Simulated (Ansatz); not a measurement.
A structure relaxed at PBE-D4/def2-SVP in Ansatz, charge -1, singlet:

```xyz
29

B     0.6251   -1.9583   -1.2940
P    -1.0874   -1.0149   -1.0990
P    -0.1283   -1.5289    1.8998
B    -1.6025   -0.8349    0.8190
B    -1.1413    0.7201   -2.0196
P    -1.8425    1.0686    1.1956
P     1.9160   -0.7954   -0.3650
B     1.6959   -0.9195    1.5979
B     2.0013    1.0223   -1.0999
P     0.2014    1.8038   -1.0688
B    -0.4649    2.3560    0.7113
H     0.5671   -3.0621   -0.7443
H     0.8848   -2.0128   -2.4940
H    -2.1240   -1.8446   -1.6379
H    -0.2322   -2.9492    1.7882
H    -0.4938   -1.4022    3.2820
H    -2.6318   -1.4384    1.0992
H    -0.7944    0.5340   -3.1838
H    -2.2616    1.2263   -1.9066
H    -3.1012    1.4005    0.6076
H    -2.2155    1.2043    2.5749
H     3.2038   -1.3717   -0.6092
H     2.4411   -1.7651    2.0905
H     1.7861    0.1808    2.1313
H     2.3221    0.9130   -2.2853
H     2.7722    1.7114   -0.4326
H     0.2998    3.0305   -1.8009
H     0.4089    2.2656    1.5666
H    -1.0041    3.4609    0.6769
```

Task: Give its formula and point group.

Result: B₆P₅H₁₈⁻, a cluster cut from wurtzite BP (hydrogen-capped). Point group Cs (tolerance 0.1 Å).

Task: Summarise the bond lengths by kind (pairs closer than 1.2 times the sum of covalent radii, bridged metal pairs left out).

Result: 13 × B–P 1.95 to 1.99 Å; 11 × B–H 1.23 Å; 7 × H–P 1.43 to 1.44 Å.
